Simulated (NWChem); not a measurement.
System: C₄H₅, doublet; SMILES C=[C]C=C

Input file for NWChem:

```
start job
memory heap 200 mb stack 900 mb global 1100 mb
geometry units angstroms noautoz
  C     -0.181840    -1.889449     0.000000
  C      0.151391    -0.628281     0.000000
  C      0.499929     0.679432     0.000000
  C     -0.382210     1.760229     0.000000
  H     -0.330052    -2.448775    -0.934029
  H     -0.330052    -2.448775     0.934029
  H      1.577624     0.893367     0.000000
  H     -1.463268     1.606746     0.000000
  H     -0.003055     2.783343     0.000000
end
basis spherical
  C library sto-3g
  H library sto-3g
end
dft
  odft
  mult 2
  xc b3lyp
  iterations 150
  mulliken
end
task dft energy
```

In the optimisation the excess spin sits in a" (Cs, its own frame). The geometry was optimised at PBE0/def2-SVP, spin-unrestricted. No stability test was run on the SCF state. B3LYP is NWChem's, with the RPA form of VWN correlation.

Give the results of this calculation. (B3LYP/STO-3G, spin-unrestricted.) Quantities: basis functions; energy (Ha); highest occupied level (eV); lowest empty minus highest occupied level, either spin (eV); dipole (D); <S²>.

The number of basis functions is 25 and the energy (Ha) comes out as -153.40. The highest occupied level (eV) is -3.34 and the lowest empty minus highest occupied level, either spin (eV) comes out as 3.96. The dipole (D) is 0.09 and the <S²> comes out as 0.794.
